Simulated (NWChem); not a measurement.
Species: C₂H₅NOSi; SMILES O=C/C=N/[SiH3]

```xyz
10

O      0.2492     2.9319     0.3173
C     -0.3194     1.9335    -0.0691
C      0.2244     0.5517     0.1639
N     -0.4198    -0.4558    -0.2666
Si     0.0870    -2.1333    -0.0723
H     -1.2806     1.9560    -0.6223
H      1.1803     0.5224     0.7136
H     -0.9888    -2.8378     0.6669
H      1.3785    -2.2657     0.6652
H      0.2212    -2.7152    -1.4302
```
Atoms are numbered in this order, from 1.

STO-3G and 3-21G are far too small for this property and stand as cheap habits. All runs use the structure optimised with B3LYP/6-31G* (spherical d).

**Question.** Give the principal values of the shielding tensors (ppm) of O1, C2, C3, N4, Si5 from Hartree-Fock/STO-3G, GIAO (NWChem), with their diamagnetic and paramagnetic parts as GIAO splits them.

**Answer.** 
```tsv
atom	σ11	σ22	σ33	isotropic	diamagnetic	paramagnetic
O1	-1051.1	-419.3	493.6	-325.6	385.1	-710.7
C2	-46.9	148.9	181.5	94.5	255.7	-161.1
C3	-19.6	152.1	188.0	106.8	254.9	-148.0
N4	-513.8	-1.8	405.7	-36.7	317.3	-353.9
Si5	575.2	608.8	669.1	617.7	867.4	-249.7
```
